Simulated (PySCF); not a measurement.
A PySCF script (with the pyscf-properties extension) for the NMR shieldings of `C(C[SiH2]C#N)N[SiH2]F`, C3H9FN2Si2, on a GFN2-xTB geometry:

```python
import basis_set_exchange as bse
import numpy as np
from pyscf import gto, dft
from pyscf.prop import nmr

atoms = """
N    -1.136504    2.889767    1.251040
C    -1.424102    1.796584    1.064279
Si   -1.873536    0.012070    0.730762
C    -1.262675   -0.340166   -1.038650
C     0.224796   -0.027051   -1.217429
N     1.037379   -0.785109   -0.301232
Si    2.299038   -0.163855    0.668154
F     2.765938   -1.464872    1.494211
H    -1.222985   -0.797931    1.757467
H    -3.337578   -0.066967    0.792800
H    -1.435632   -1.390782   -1.282555
H    -1.832902    0.246482   -1.761589
H     0.402881    1.033237   -1.024850
H     0.520681   -0.229008   -2.257628
H     0.996603   -1.778086   -0.475581
H     1.772412    0.796740    1.625127
H     3.499188    0.280977   -0.034237
"""
names = dict.fromkeys(["N", "C", "Si", "F", "H"], "pcSseg-1")
basis = {el: gto.basis.parse(bse.get_basis(n, elements=[el], fmt="nwchem")) for el, n in names.items()}
mol = gto.M(atom=atoms, basis=basis, charge=0, verbose=0)
mf = dft.RKS(mol, xc="PBE0")
mf.grids.level = 2
mf.grids.alignment = dft.numint.BLKSIZE   # the property module wants whole blocks of grid points
mf.conv_tol = 1e-9
mf.kernel()

calc = nmr.RKS(mf)   # GIAO
C = mf.mo_coeff
Co = C[:, mf.mo_occ > 0]
resp = mf.gen_response(singlet=True, hermi=2)
def vind(x):   # induced exchange potential for any number of trial vectors
    d = np.einsum("pi,xij,qj->xpq", C, 2 * x.reshape(-1, C.shape[1], Co.shape[1]), Co, optimize=True)
    return np.einsum("xpq,pi,qj->xij", resp(d - d.transpose(0, 2, 1)), C, Co, optimize=True).ravel()
mo1, _ = nmr.rhf.solve_mo1(calc, with_cphf=vind)
sigma = calc.kernel(mo1)
for i, s in enumerate(sigma):   # ppm
    w = np.linalg.eigvalsh((s + s.T) / 2)
    print("%2d %-2s iso %8.1f  s11 %8.1f  s22 %8.1f  s33 %8.1f" % (i, mol.atom_pure_symbol(i), w.mean(), *w))
```

Question: What does it print?

Answer: 
```
 0 N  iso    -98.9  s11   -302.5  s22   -293.4  s33    299.3
 1 C  iso     62.7  s11    -50.5  s22    -49.0  s33    287.7
 2 Si iso    418.4  s11    390.2  s22    408.6  s33    456.2
 3 C  iso    166.0  s11    150.2  s22    161.6  s33    186.2
 4 C  iso    149.3  s11    123.9  s22    157.0  s33    167.0
 5 N  iso    229.1  s11    180.9  s22    236.5  s33    269.8
 6 Si iso    364.1  s11    325.2  s22    369.7  s33    397.4
 7 F  iso    380.6  s11    330.0  s22    383.4  s33    428.4
 8 H  iso     26.9  s11     23.8  s22     25.9  s33     31.0
 9 H  iso     27.3  s11     23.5  s22     25.4  s33     33.0
10 H  iso     30.7  s11     26.6  s22     29.1  s33     36.4
11 H  iso     30.5  s11     25.9  s22     27.7  s33     37.9
12 H  iso     28.8  s11     25.1  s22     28.4  s33     32.8
13 H  iso     28.1  s11     21.4  s22     27.7  s33     35.2
14 H  iso     31.5  s11     23.3  s22     30.8  s33     40.5
15 H  iso     26.4  s11     22.2  s22     26.0  s33     30.8
16 H  iso     26.3  s11     22.9  s22     24.1  s33     32.1
```

These numbers come from an equivalent density-fitted implementation of the same equations, which agrees with the script to about 0.01 ppm for H and up to a few tenths of a ppm for heavy atoms, so last digits may differ.

Question: Turn these shieldings into chemical shifts. Chemical shifts δ = σref − σ; ¹⁵N (267.73 ppm) vs NH3; ¹³C (186.93 ppm) and ²⁹Si (349.16 ppm) and ¹H (31.72 ppm) against TMS; ¹⁹F (170.95 ppm) against CFCl3, all at this level.

Answer: Averaging equivalent atoms: N 0: 366.6; N 5: 38.7; C 1: 124.2; C 4: 37.6; C 3: 20.9; Si 6: -14.9; Si 2: -69.2; F 7: -209.7; H 15/16: 5.37; H 8/9: 4.61; H 12/13: 3.29; H 10/11: 1.10; H 14: 0.21 ppm. Unscaled 19F shifts against computed CFCl3 carry errors that often reach 10 to 50 ppm. Experimental scales use liquid or dissolved standards, which lie at an offset from isolated NH3 (liquid NH3: subtract about 20 ppm). Unscaled 15N shifts of sp2 nitrogen come out 20 to 40 ppm too high even then.

Size and cost of the density-fitted run: 195 basis functions, 34 s wall time on 1 thread of an Arm Neoverse V2, shared host; peak memory 0.86 GiB.
